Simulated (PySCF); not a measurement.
Calcium: a sound run and one with changed settings

Sound run: Ca [Ar] 4s2, Ca⁺ [Ar] 4s1. Calculation: PySCF 2.14, in x2c-SVPall (5s3p2d, 24 functions); scalar relativity by spin-free X2C-1e. In the sound run the correlated levels freeze [Ar]. The sound run starts from symmetry-adapted Hartree-Fock orbitals and uses a fine grid where one is needed.

Changed run: no relativity, point nucleus. This setting is unsound on purpose.

```tsv
species	method	sound run (hartree)	changed run (hartree)	converged
Ca	UHF	-679.52012	-676.08381	yes
Ca	PBE0	-680.16465	-676.72822	yes
Ca	TPSS	-680.35650	-676.92018	yes
Ca	MP2	-679.53736	-676.10103	yes
Ca	CCSD(T)	-679.54696	-676.11065	yes
Ca⁺	UHF	-679.33084	-675.89594	yes
Ca⁺	PBE0	-679.94139	-676.50667	yes
Ca⁺	TPSS	-680.13404	-676.69937	yes
```

Ionisation energy of Ca:

```json
{"method": "UHF", "sound run (eV)": "5.151", "changed run (eV)": "5.112"}
{"method": "PBE0", "sound run (eV)": "6.075", "changed run (eV)": "6.029"}
{"method": "TPSS", "sound run (eV)": "6.054", "changed run (eV)": "6.009"}
{"method": "MP2", "sound run (eV)": "5.620", "changed run (eV)": "5.581"}
{"method": "SCS-MP2", "sound run (eV)": "5.714", "changed run (eV)": "5.675"}
{"method": "CCSD", "sound run (eV)": "5.881", "changed run (eV)": "5.843"}
{"method": "CCSD(T)", "sound run (eV)": "5.881", "changed run (eV)": "5.843"}
{"method": "CCSDT", "sound run (eV)": "5.881", "changed run (eV)": "5.843"}
{"method": "FCI", "sound run (eV)": "5.881", "changed run (eV)": "5.843"}
```

Most of the change in total energy is the relativistic energy itself. On top of that the contraction fixes the core shape for the Hamiltonian it was made with, so the changed run is not a good calculation with the other Hamiltonian either.

For comparison, NIST gives 6.113 eV between the lowest levels.
